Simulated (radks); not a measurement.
Effect of the nuclear size on neutral rhenium, [Xe] 4f14 5d5 6s2. Calculated with a radial shooting solver on a logarithmic mesh with Libxc functionals: Dirac Kohn-Sham, relativistic LDA (MacDonald-Vosko exchange, VWN5 correlation), spin-unpolarised, spherical densities, finite nucleus; open shells fill j = l - 1/2 first; Fermi nuclear charge, rms radius 5.3698 fm. The rms radius is varied about that value; shifts are against it.

rms radius (fm)	total energy shift (eV)	density at nucleus (e/bohr^3)	1s1/2 shift (meV)	2s1/2 shift (meV)	5p1/2 shift (meV)	6s1/2 shift (meV)	5d5/2 shift (meV)	6p1/2 (empty) shift (meV)
4.4247	-20.8	1.633e+06	-8380	-1190	0.645	-0.772	0.696	0.260
4.8704	-11.3	1.578e+06	-4560	-648	0.350	-0.420	0.379	0.141
5.3698	0	1.524e+06	0.000	0.000	0.000	0.000	0.000	0.000
5.5953	5.35	1.502e+06	2150	306	-0.165	0.198	-0.179	-0.067
6.4062	25.8	1.431e+06	10400	1470	-0.793	0.953	-0.860	-0.321

Slopes of the eigenvalues against <r^2> in GHz/fm^2, as finite differences over the two radii next to the reference (eigenvalue slopes, not the field-shift constants of lines): 1s1/2 214000, 2s1/2 30400, 5p1/2 -16.4, 6s1/2 19.7, 5d5/2 -17.8, 6p1/2 (empty) -6.63.
